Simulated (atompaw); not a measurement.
Which change was made? (Mg, PAW (atompaw))

Mg, PAW, made with atompaw 4.2.0.5 (PBE, scalar-relativistic). Core [Ne], reference 3s2 3p0. Waves: 3s (bound); 3s channel at 4.75 Ry; 3p (bound, empty); 3p channel at 1.95 Ry. Local part: troulliermartins scheme with l = 2 at 0.5 Ry, radius 1.95 bohr. Core correction: smooth core density matched at 1.70 bohr. Augmentation charge: sinc compensation charge, radius 2.30 bohr; PAW radius 2.50 bohr; waves and projectors: bloechl.

Cutoffs, loose and tight: the cutoffs (Ry, on a coarse ladder) from which the occupation-weighted sum of valence levels, in a spherical-Bessel basis at the reference potential, stays within 10 and 1 mRy of its value at 400 Ry. They see the waves, projectors and local potential, not the compensation charge or the core.

The base gives: outcome: generated; cutoff, loose: 8 Ry; cutoff, tight: 15 Ry; bound ghosts: none.

**Question.** After one change the result is: outcome: failed: atompaw: terminating projector 1000. Which change was it?
A. all radii scaled by about 1.27 (s 3.18, p 3.18 bohr); local potential troulliermartins scheme with l = 2 at 0.5 Ry, radius 2.48 bohr; augmentation sinc compensation charge, radius 2.92 bohr; PAW radius 3.18 bohr; waves and projectors: bloechl; core correction smooth core density matched at 2.16 bohr
B. local potential vpsmatchnc scheme with l = 2 at 0.5 Ry, radius 1.95 bohr
C. local potential troulliermartins scheme with l = 2 at 0.5 Ry, radius 2.08 bohr
D. waves 3s (bound): rc 2.50 bohr; 3s channel at 4.75 Ry: rc 1.00 bohr; 3p (bound): rc 2.50 bohr; 3p channel at 1.95 Ry: rc 2.50 bohr; augmentation sinc compensation charge, radius 2.30 bohr; PAW radius 2.50 bohr; waves and projectors: custom rrkj gramschmidtortho

**Answer.** A. The others give: local potential vpsmatchnc scheme with l = 2 at 0.5 Ry, radius 1.95 bohr → outcome: generated; cutoff, loose: 15 Ry; cutoff, tight: 25 Ry; bound ghosts: none | local potential troulliermartins scheme with l = 2 at 0.5 Ry, radius 2.08 bohr → outcome: generated; cutoff, loose: 6 Ry; cutoff, tight: 15 Ry; bound ghosts: none | waves 3s (bound): rc 2.50 bohr; 3s channel at 4.75 Ry: rc 1.00 bohr; 3p (bound): rc 2.50 bohr; 3p channel at 1.95 Ry: rc 2.50 bohr; augmentation sinc compensation charge, radius 2.30 bohr; PAW radius 2.50 bohr; waves and projectors: custom rrkj gramschmidtortho → outcome: failed: atompaw: The overlap operator has at least one negative eigenvalue!.
